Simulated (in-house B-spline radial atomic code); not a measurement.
A fraction x of an electron is removed from 6s in Tm II (Tm+), starting from [Xe] 4f13 6s1 and keeping the highest spin. Computed with a B-spline radial code for spherical atoms: scalar-relativistic (X2C) TPSS, spin-polarised, spherical fractional occupations, Fermi nucleus of rms radius 5.2256 fm.

```
   x  E(x) - E(0) (eV)  6s up level (eV)
   0            0.0000            -9.366
0.02            0.1883            -9.467
0.16            1.5629           -10.169
0.33            3.3637           -11.018
 0.4            4.1473           -11.370
 0.5            5.3097           -11.881
0.69            7.6638           -12.918
0.84            9.6693           -13.839
0.88           10.2280           -14.098
   1           11.9634                 -
```

The exact functional would give a straight line between the two integer points. Deviations E(x) - E(0) - x[E(1) - E(0)], in eV: -0.051 at x = 0.02, -0.351 at x = 0.16, -0.584 at x = 0.33, -0.638 at x = 0.4, -0.672 at x = 0.5, -0.591 at x = 0.69, -0.38 at x = 0.84, -0.3 at x = 0.88.

The curve lies below the straight line by up to 0.672 eV (at x = 0.5): convex, the delocalisation error that favours fractional charges.

How well does Slater's transition state (minus the level at half occupation) give the ionisation energy?

It gives 11.881 eV against 11.963 eV from the two total energies; NIST lists 12.06 eV, ground level to ground level.
